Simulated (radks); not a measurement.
Ionisation of the lead ion Pb3+, [Xe] 4f14 5d10 6s1, to [Xe] 4f14 5d10 as the strength of local exchange is varied. Calculated with a radial shooting solver on a logarithmic mesh with Libxc functionals: scalar-relativistic Kohn-Sham, Slater X-alpha exchange (alpha = 2/3 is LDA exchange), no correlation, spin-polarised, spherical densities, finite nucleus; open shells are filled with parallel spins first (spin-orbit coupling, left out, can overturn this in heavy ions); Fermi nuclear charge, rms radius 5.5012 fm.

alpha  E(Pb3+) (hartree)  exchange (hartree)  IE (eV)  -e of the level emptied (eV)  <r> of it (bohr)
0.667        -20854.6249           -365.9912   42.143                   37.192 (6s)             2.102
0.823        -20940.9293           -453.4981   44.355                   39.454 (6s)             2.055
0.834        -20947.0286           -459.6956   44.512                   39.616 (6s)             2.052
0.885        -20975.3309           -488.4767   45.246                   40.370 (6s)             2.037
0.945        -21008.6776           -522.4355   46.116                   41.264 (6s)             2.020
0.962        -21018.1356           -532.0765   46.364                   41.519 (6s)             2.015
1.039        -21061.0288           -575.8517   47.492                   42.683 (6s)             1.993

NIST Atomic Spectra Database: 42.333 eV (measured). The Delta-SCF value meets it near alpha = 0.68.
